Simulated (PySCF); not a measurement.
# Bi⁺: excitation energy

Bi⁺ [Xe] 4f14 5d10 6s2 6p2 (3P) → Bi⁺ [Xe] 4f14 5d10 6s1 6p2 7s1 (5P), as a difference of total energies. Computed with PySCF 2.14 in aug-cc-pwCVTZ-PP with ECP60MDF (8s7p6d4f1g, 96 functions), with scalar relativity through the core potential. Correlated levels: valence: 5s2 5p6 5d10 frozen; valence and next inner shell: nothing frozen outside the core potential. The calculations carry no spin-orbit coupling.

```json
{"method": "UHF", "excitation energy (eV)": "15.047"}
{"method": "LDA", "excitation energy (eV)": "17.459"}
{"method": "PBE", "excitation energy (eV)": "17.061"}
{"method": "PBE0", "excitation energy (eV)": "16.823"}
{"method": "r2SCAN", "excitation energy (eV)": "16.963"}
{"method": "PBEsol", "excitation energy (eV)": "17.148"}
{"method": "wB97X-V", "excitation energy (eV)": "17.053"}
{"method": "B97-3", "excitation energy (eV)": "17.144"}
{"method": "M06-2X", "excitation energy (eV)": "16.648"}
{"method": "MP2 (valence)", "excitation energy (eV)": "15.766"}
{"method": "SCS-MP2 (valence)", "excitation energy (eV)": "16.075"}
{"method": "MP2 (valence and next inner shell)", "excitation energy (eV)": "17.099"}
{"method": "SCS-MP2 (valence and next inner shell)", "excitation energy (eV)": "17.157"}
```

Q: How much does correlation contribute at MP2 (valence and next inner shell)?

A: 17.099 − (15.047) = 2.052 eV, measured against UHF.

Spin-orbit coupling is strong in these open shells (close to jj coupling). The scalar numbers leave it out and a first-order estimate fails, so it can dominate the gap to the real levels.

The upper state lies above the first ionisation limit. A Rydberg-like electron needs more diffuse functions than a valence basis has.

The promoted electron is Rydberg-like, and one or two diffuse shells describe it only roughly, which tends to raise the upper state.
